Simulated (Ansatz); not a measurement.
Gas-phase electronic energies from Ansatz, PBE0-D4/def2-TZVP geometries. CCSD(T)/CBS adds triple-zeta CCSD(T) − MP2 to the extrapolated MP2 energy (def2 sets, frozen cores). This one scheme is used for every species. Functionals use def2-TZVPP. B3LYP here is the variant with VWN-RPA as its local correlation; programs differ in this. HSE06 is defined as in plane-wave codes. For Mg outer-core shells are correlated without core-valence functions, which leaves a few kJ/mol of doubt a bond. Each species was taken in one conformer, which may not be the lowest.

Reaction (ligand exchange at a Mg–C bond): `[CH3][Mg][N](C)C` + H₂S → `C[N](C)[Mg][SH]` + CH₄

```json
{"level": "LDA (SPW92)", "ΔE (kJ/mol)": "-144.2", "difference from CCSD(T)/CBS": "7.1"}
{"level": "PBE-D4", "ΔE (kJ/mol)": "-148.6", "difference from CCSD(T)/CBS": "2.7"}
{"level": "revPBE-D4", "ΔE (kJ/mol)": "-148.2", "difference from CCSD(T)/CBS": "3.1"}
{"level": "BLYP-D4", "ΔE (kJ/mol)": "-147.9", "difference from CCSD(T)/CBS": "3.4"}
{"level": "r2SCAN-D4", "ΔE (kJ/mol)": "-158.3", "difference from CCSD(T)/CBS": "-7.0"}
{"level": "B97M-V", "ΔE (kJ/mol)": "-156.0", "difference from CCSD(T)/CBS": "-4.7"}
{"level": "PBE0-D4", "ΔE (kJ/mol)": "-154.3", "difference from CCSD(T)/CBS": "-3.0"}
{"level": "B3LYP-D4", "ΔE (kJ/mol)": "-152.8", "difference from CCSD(T)/CBS": "-1.5"}
{"level": "r2SCANh-D4", "ΔE (kJ/mol)": "-159.2", "difference from CCSD(T)/CBS": "-7.9"}
{"level": "r2SCAN0-D4", "ΔE (kJ/mol)": "-160.4", "difference from CCSD(T)/CBS": "-9.1"}
{"level": "HSE06-D4", "ΔE (kJ/mol)": "-154.4", "difference from CCSD(T)/CBS": "-3.1"}
{"level": "BHLYP-D4", "ΔE (kJ/mol)": "-159.8", "difference from CCSD(T)/CBS": "-8.5"}
{"level": "CAM-B3LYP-D4", "ΔE (kJ/mol)": "-152.4", "difference from CCSD(T)/CBS": "-1.1"}
{"level": "ωB97X-V", "ΔE (kJ/mol)": "-153.8", "difference from CCSD(T)/CBS": "-2.5"}
{"level": "ωB97M-V", "ΔE (kJ/mol)": "-150.9", "difference from CCSD(T)/CBS": "0.4"}
{"level": "PBE-QIDH", "ΔE (kJ/mol)": "-157.6", "difference from CCSD(T)/CBS": "-6.3"}
{"level": "PBE", "ΔE (kJ/mol)": "-148.5", "difference from CCSD(T)/CBS": "2.8"}
{"level": "revPBE", "ΔE (kJ/mol)": "-149.7", "difference from CCSD(T)/CBS": "1.6"}
{"level": "BLYP", "ΔE (kJ/mol)": "-148.1", "difference from CCSD(T)/CBS": "3.2"}
{"level": "r2SCAN", "ΔE (kJ/mol)": "-158.3", "difference from CCSD(T)/CBS": "-7.0"}
{"level": "B3LYP", "ΔE (kJ/mol)": "-152.7", "difference from CCSD(T)/CBS": "-1.4"}
{"level": "r2SCAN0", "ΔE (kJ/mol)": "-160.3", "difference from CCSD(T)/CBS": "-9.0"}
{"level": "HSE06", "ΔE (kJ/mol)": "-154.2", "difference from CCSD(T)/CBS": "-2.9"}
{"level": "BHLYP", "ΔE (kJ/mol)": "-158.9", "difference from CCSD(T)/CBS": "-7.6"}
{"level": "CAM-B3LYP", "ΔE (kJ/mol)": "-152.2", "difference from CCSD(T)/CBS": "-0.9"}
{"level": "LC-ωPBE", "ΔE (kJ/mol)": "-154.2", "difference from CCSD(T)/CBS": "-2.9"}
{"level": "RPA@PBE/def2-TZVPP", "ΔE (kJ/mol)": "-143.3", "difference from CCSD(T)/CBS": "8.0"}
{"level": "HF/def2-SVP", "ΔE (kJ/mol)": "-174.7", "difference from CCSD(T)/CBS": "-23.4"}
{"level": "MP2/def2-SVP", "ΔE (kJ/mol)": "-165.1", "difference from CCSD(T)/CBS": "-13.8"}
{"level": "CCSD/def2-SVP", "ΔE (kJ/mol)": "-162.4", "difference from CCSD(T)/CBS": "-11.1"}
{"level": "CCSD(T)/def2-SVP", "ΔE (kJ/mol)": "-161.7", "difference from CCSD(T)/CBS": "-10.4"}
{"level": "HF/def2-TZVPP", "ΔE (kJ/mol)": "-168.5", "difference from CCSD(T)/CBS": "-17.2"}
{"level": "MP2/def2-TZVPP", "ΔE (kJ/mol)": "-154.7", "difference from CCSD(T)/CBS": "-3.4"}
{"level": "SCS-MP2/def2-TZVPP", "ΔE (kJ/mol)": "-154.0", "difference from CCSD(T)/CBS": "-2.7"}
{"level": "CCSD/def2-TZVPP", "ΔE (kJ/mol)": "-152.0", "difference from CCSD(T)/CBS": "-0.7"}
{"level": "CCSD(T)/def2-TZVPP", "ΔE (kJ/mol)": "-150.7", "difference from CCSD(T)/CBS": "0.6"}
{"level": "HF/def2-QZVPP", "ΔE (kJ/mol)": "-168.6", "difference from CCSD(T)/CBS": "-17.3"}
{"level": "SCS-MP2/def2-QZVPP", "ΔE (kJ/mol)": "-154.8", "difference from CCSD(T)/CBS": "-3.5"}
{"level": "MP2/CBS(def2)", "ΔE (kJ/mol)": "-155.4", "difference from CCSD(T)/CBS": "-4.1"}
{"level": "CCSD/CBS(def2)", "ΔE (kJ/mol)": "-152.6", "difference from CCSD(T)/CBS": "-1.3"}
{"level": "CCSD(T)/CBS", "ΔE (kJ/mol)": "-151.3", "difference from CCSD(T)/CBS": "0"}
```

Largest T1 diagnostic among the species: 0.010.

At CCSD(T), def2-SVP lies −10.4 kJ/mol from the extrapolated value and def2-TZVPP +0.6 kJ/mol. In def2-TZVPP, CCSD(T) changes the Hartree–Fock value by +17.9 kJ/mol (the triples alone add +1.3 kJ/mol) and MP2 by +13.8 kJ/mol.
